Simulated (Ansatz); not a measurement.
`CB(N)Br`, relaxed with RKS PBE0-D4/def2-TZVP in Ansatz from a PBE-D4/def2-SVP geometry. The force threshold is 0.005 eV/Å; the program also tests the step.

The species carries charge 0 and has multiplicity 1.

Start:

```xyz
9

C     0.879    0.384    0.741
B     0.007   -0.087   -0.483
N    -1.343   -0.443   -0.400
Br    0.840   -0.196   -2.256
H     1.727   -0.315    0.899
H     0.307    0.453    1.689
H     1.335    1.374    0.536
H    -1.889   -0.755   -1.204
H    -1.862   -0.415    0.478
```

```
        step  energy (eV)  largest force (eV/Å)  largest move (Å)
           1  -73323.1870                 0.585             0.000
           2  -73323.2153                 0.137             0.022
           3  -73323.2174                 0.013             0.015
           4  -73323.2175                 0.010             0.012
           5  -73323.2175                 0.006             0.010
           6  -73323.2176                 0.008             0.007
7 (rejected)  -73323.2118                 0.672             0.013
           8  -73323.2176                 0.001             0.003
```

End:

```xyz
9

C     0.873    0.378    0.735
B     0.008   -0.092   -0.477
N    -1.333   -0.433   -0.396
Br    0.841   -0.220   -2.239
H     1.727   -0.290    0.878
H     0.309    0.418    1.671
H     1.292    1.370    0.545
H    -1.874   -0.735   -1.188
H    -1.843   -0.397    0.470
```

Hardware: 4 threads of an AMD EPYC 7B13 on a shared host. Wall time 18 s, peak host memory 0.43 GiB.
